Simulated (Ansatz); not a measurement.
Process, species as SMILES: [F][Ge] (F-Ge) → F atom + Ge atom
B3LYP-D3(BJ)/def2-TZVP geometries, fixed; electronic energies without zero-point terms.
Largest species:
```
F
Ge 1 1.7699
```
Charge 0, spin multiplicity 2.

The atomisation energy at MP2 with Ansatz (a first-principles code), in kcal/mol, split into its Hartree-Fock and correlation parts. Cores are frozen (with 3d on Ga to Br). Open shells are unrestricted. No added dispersion term, no relativity. Functions are those of the species that has most.

```tsv
basis	X	functions	Hartree-Fock	MP2
cc-pVDZ	2	41	70.07	110.88
cc-pVTZ	3	73	76.82	124.35
cc-pVQZ	4	123	78.70	129.06
cc-pV5Z	5	195	78.89	130.45
```

Worked estimate of the basis-set limit from each neighbouring pair, with Hartree-Fock from the larger set and the correlation part extrapolated as X^-3.
Correlation parts: X = 2: 40.81, X = 3: 47.53, X = 4: 50.36, X = 5: 51.56.
- (2,3): (27·(47.53) - 8·(40.81))/19 = 50.36; with Hartree-Fock 76.82 the estimate is 127.18 kcal/mol.
- (3,4): (64·(50.36) - 27·(47.53))/37 = 52.43; with Hartree-Fock 78.70 the estimate is 131.13 kcal/mol.
- (4,5): (125·(51.56) - 64·(50.36))/61 = 52.82; with Hartree-Fock 78.89 the estimate is 131.71 kcal/mol.
The last two estimates differ by 0.58 kcal/mol; the largest set lies 1.26 from the last. Over the last step Hartree-Fock moves by 0.19 and the correlation part by 1.20.
